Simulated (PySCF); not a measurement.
**Adding and removing an electron: SiI**

r²SCAN; PySCF, scalar-relativistic core potentials, basis sets Si cc-pV(D+d)Z, I cc-pVDZ-PP with ECP28. Neutral (UKS): doublet (π ↑), Re = 2.466 Å, ωe = 357 cm⁻¹, De = 3.30 eV, HOMO -4.54 eV, LUMO -3.94 eV.

SiI⁺ (UKS): singlet (closed shell), Re = 2.338 Å, ωe = 446 cm⁻¹, De = 4.30 eV to Si⁺ + I. The energies at the minima are -585.25482 hartree for SiI and -584.98536 for SiI⁺.

Q: Work out the adiabatic ionisation energy, without and with harmonic zero-point energies (1 hartree = 27.2114 eV, 1 eV = 8065.5 cm⁻¹), and the change of the bond length.

A: At r²SCAN: 0.26946 hartree = 7.332 eV between the minima; the zero-point term (446.0 − 357.0)/2 cm⁻¹ = +0.006 eV makes it 7.338 eV. Re changes by -12.8 pm against the neutral. The electron leaves a π orbital, and the shorter bond of the ion fits an antibonding orbital, or a change in how ionic the bond is.

Spin–orbit coupling is left out, which matters for elements this heavy, above all for dissociation energies. For an ion De counts to the pair picked by the measured ionisation energies or electron affinities, which need not be the lowest pair at this level. States were picked by a PBE0 search and need not be the measured ground states.
